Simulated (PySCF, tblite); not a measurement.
Isomers of C7H6NO (doublet state), one GFN2-xTB conformer each. Single-point energies are computed at B3LYP/pcH-1 (PySCF, gas phase, no added dispersion term), electronic only. GFN2-xTB treats the open shell by occupation alone, and not every SCF solution was tested for stability.

Task: Rank them by B3LYP/pcH-1 energy, lowest first (kJ/mol).
A. `[N:1]#[C:2][C@H:3]1[CH2:4][CH:5]=[C:6][C:7](=[O:8])[CH2:9]1` (doublet state) with C2–C3–C4–C5 155°, C3–C4–C5–C6 0°, C5–C6–C7–O8 151°, C6–C7–C9–C3 58°
B. `[N:1]#[C:2][C:3]1[CH2:4][CH:5]=[CH:6][C:7](=[O:8])[CH2:9]1` (doublet state) with C2–C3–C4–C5 -134°, C3–C4–C5–C6 -8°, C5–C6–C7–O8 165°, C6–C7–C9–C3 43°

Result: B (0.0), A (123.7).

GFN2-xTB itself gives, in the same order: 0.0, 98.5. Both levels put the same isomer lowest.

Task: What happens when harmonic zero-point energies from GFN2-xTB frequencies are added?

Result: 
```tsv
SMILES	ZPE (kJ/mol)	electronic (kJ/mol)	with ZPE (kJ/mol)
N#C[C]1CC=CC(=O)C1	286.3	0.0	0.0
N#C[C@H]1CC=[C]C(=O)C1	287.6	123.7	125.0
```

The zero-point energies span 1.3 kJ/mol. The order is unchanged.
